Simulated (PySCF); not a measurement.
Question: Give a PBE0-D3(BJ)/def2-SVP geometry of InChI=1S/C3H8FNSi/c4-2-1-3-5-6/h3H,1-2H2,6H3/b5-3-.

Answer: 
```xyz
14
C3H8FNSi angstrom
F     -3.431    0.006    0.423
C     -2.524    0.316   -0.561
C     -1.268   -0.517   -0.392
C     -0.568   -0.256    0.915
N      0.656   -0.018    1.115
Si     2.041    0.121    0.064
H     -2.295    1.394   -0.496
H     -2.988    0.119   -1.542
H     -1.564   -1.582   -0.414
H     -0.590   -0.347   -1.243
H     -1.247   -0.286    1.791
H      3.035   -0.899    0.509
H      2.605    1.487    0.259
H      1.798   -0.076   -1.407
```

Any rigid rotation of these coordinates is as good. Atoms count from 1 in this order. Si6 (SiH3 silicon) is distorted tetrahedral (angles from 107.1° to 116.8°). Of the pairs four or more bonds apart, Si6···H10 is among the closest relative to their van der Waals radii: 2.98 Å, 90 % of the sum of Bondi's values.

Bonds between heavy atoms (Å): F1–C2 1.373, C2–C3 1.516, C3–C4 1.506, C4=N5 1.263, N5–Si6 1.744.

The calculation used PySCF 2.14.0, PBE0-D3(BJ)/def2-SVP geometry optimisation, gas phase.

Point group: C1 (no symmetry element, even within 0.4 Å). No frequency check. The numbers are those of one conformer (F1–C2–C3–C4 -62°, C2–C3–C4–N5 -131°).
